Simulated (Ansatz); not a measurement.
Start from `[SiH3]O/C=C\S` and change one atom or group to get `[SiH3]O/C=C\Br`.

Ansatz, PBE0-D4/def2-TZVP geometries, multiplicity 1. Each molecule was computed in one conformer, which needn't be the lowest.

Scalar relativity is left out up to krypton.

```json
{"property": "HOMO energy (B3LYP/def2-TZVPP) / eV", "`[SiH3]O/C=C\\S`": "-5.83"}
{"property": "size of the dipole moment (ωB97M-V/def2-TZVPP) / D", "`[SiH3]O/C=C\\S`": "1.85"}
{"property": "HOMO energy (PBE/def2-TZVPP) / eV", "`[SiH3]O/C=C\\S`": "-4.96"}
{"property": "HOMO energy (ωB97M-V/def2-TZVPP) / eV", "`[SiH3]O/C=C\\S`": "-8.16"}
{"property": "size of the dipole moment (PBE/def2-TZVPP) / D", "`[SiH3]O/C=C\\S`": "1.74"}
{"property": "HOMO–LUMO gap (PBE/def2-TZVPP) / eV", "`[SiH3]O/C=C\\S`": "4.02"}
```

**Question.** What does the change do to each property? (Estimate.)

**Answer.** The calculation gave: 
```json
{"property": "HOMO energy (B3LYP/def2-TZVPP) / eV", "`[SiH3]O/C=C\\Br`": "-6.54", "shift": "-0.71"}
{"property": "size of the dipole moment (ωB97M-V/def2-TZVPP) / D", "`[SiH3]O/C=C\\Br`": "2.43", "shift": "0.58"}
{"property": "HOMO energy (PBE/def2-TZVPP) / eV", "`[SiH3]O/C=C\\Br`": "-5.61", "shift": "-0.65"}
{"property": "HOMO energy (ωB97M-V/def2-TZVPP) / eV", "`[SiH3]O/C=C\\Br`": "-8.92", "shift": "-0.76"}
{"property": "size of the dipole moment (PBE/def2-TZVPP) / D", "`[SiH3]O/C=C\\Br`": "2.28", "shift": "0.54"}
{"property": "HOMO–LUMO gap (PBE/def2-TZVPP) / eV", "`[SiH3]O/C=C\\Br`": "4.54", "shift": "0.52"}
```

With PBE0 the HOMO falls by 0.71 eV and the LUMO falls by 0.10 eV, so the gap widens by about 0.61 eV. PBE moves the HOMO by -0.65 eV and ωB97M-V by -0.76 eV. Dipoles are sizes alone; their direction can turn.

B3LYP here is the variant with VWN-RPA as its local correlation; programs differ in this.

Spin–orbit coupling is left out; it splits and shifts lone-pair levels of the heavy atoms by tenths of an eV.
